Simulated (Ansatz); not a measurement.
Species: Si5H12 (charge 0, singlet). SMILES: [SiH3][SiH2][SiH]([SiH3])[SiH3]
Coordinates optimised at B3LYP-D3(BJ)/def2-TZVP (Ansatz, a quantum-chemistry and plane-wave program):
```xyz
17

Si     2.9919     0.4445     0.5559
Si     1.3323    -0.3931    -0.8709
Si    -0.7641     0.4615    -0.2633
Si    -2.4582    -0.5449    -1.5302
Si    -1.1133     0.0681     2.0204
H      4.3427    -0.0267     0.1636
H      2.7156    -0.0014     1.9430
H      2.9762     1.9273     0.5265
H      1.2892    -1.8746    -0.7619
H      1.6404    -0.0454    -2.2822
H     -0.7690     1.9302    -0.5038
H     -2.4665    -2.0024    -1.2549
H     -2.2226    -0.3382    -2.9800
H     -3.7880     0.0109    -1.1786
H     -2.4703     0.5016     2.4340
H     -0.1107     0.7977     2.8339
H     -0.9764    -1.3835     2.2934
```
Charge 0, spin multiplicity 1.

Computed values are from Ansatz. Valence correlation only, unless marked. Open shells are spin-unrestricted. No spin-orbit coupling. No relativistic terms. Basis-set limits of correlation are two-point, X^-3; Hartree-Fock from the larger set.

```
Property                                                              Result
---------------------  -----------------------------------------------------
atomisation energy De  4930.8 kJ/mol at CCSD(T)/CBS(cc-pV(T+d)Z,cc-pV(Q+d)Z)
total energy           -1452.5752 Eh at CCSD(T)/CBS(cc-pV(T+d)Z,cc-pV(Q+d)Z)
dipole moment                              0.14 D at CCSD(T)/aug-cc-pV(D+d)Z
T1 diagnostic                                      0.014 at CCSD/cc-pV(Q+d)Z
```
